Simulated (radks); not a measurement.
The numbers below are computed, except where a source is named.
Removal energies from the calcium ion Ca8+, [Ne] 3s2, by Delta-SCF beside the eigenvalue of the level emptied. Code: a radial shooting solver on a logarithmic mesh with Libxc functionals. Model: scalar-relativistic Kohn-Sham, LDA (Slater exchange, Perdew-Wang correlation), spin-polarised, spherical densities, finite nucleus; Fermi nuclear charge, rms radius of each element as measured or else 0.836 A^(1/3) + 0.57 fm. Open shells are filled with parallel spins first.

removed from  final configuration  Delta-SCF (eV)  -eigenvalue (eV)
3s                       [Ne] 3s1          188.58            178.81
2p               [He] 2s2 2p5 3s2          529.14            498.13
2s               [He] 2s1 2p6 3s2          602.99            575.17
1s                1s1 2s2 2p6 3s2          4217.2            4111.4
